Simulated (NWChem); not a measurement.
A series in which one site is exchanged, each optimised at PBE0/def2-SVP with NWChem, gas phase unless a solvent is named. For some, no frequency run checked for a minimum. def2 effective core potentials on In; no spin-orbit coupling.

A: [CH3][In]([F])[Cl] (CH3ClFIn; site = F)
B: [CH3][InH][Cl] (CH₄ClIn; site = H)
C: [CH3][In]([Cl])[Cl] (CH₃Cl₂In; site = Cl)
D: [CH3][In]([Cl])[Br] (CH$_{3}$BrClIn; site = Br)

```csv
quantity,A,B,C,D
"dipole (D), PBE0/def2-SVP",4.10,[?],3.74,3.57
"orbital gap (eV), PBE0/def2-SVP",7.00,[?],6.82,6.43
"vertical ionisation energy, ΔSCF, PBE0/def2-SVP (eV)",10.77,[?],10.70,10.16
"static polarisability, PBE0/def2-SVPD (bohr³)",61.1,[?],77.4,86.6
"lowest singlet excitation, PBE0/def2-SVPD, TDA (eV)",5.71,[?],5.58,5.12
```

Q: Complete the blanks.

A: 
- dipole (D), PBE0/def2-SVP, B: 3.34
- orbital gap (eV), PBE0/def2-SVP, B: 6.21
- vertical ionisation energy, ΔSCF, PBE0/def2-SVP (eV), B: 9.86
- static polarisability, PBE0/def2-SVPD (bohr³), B: 64.7
- lowest singlet excitation, PBE0/def2-SVPD, TDA (eV), B: 4.95
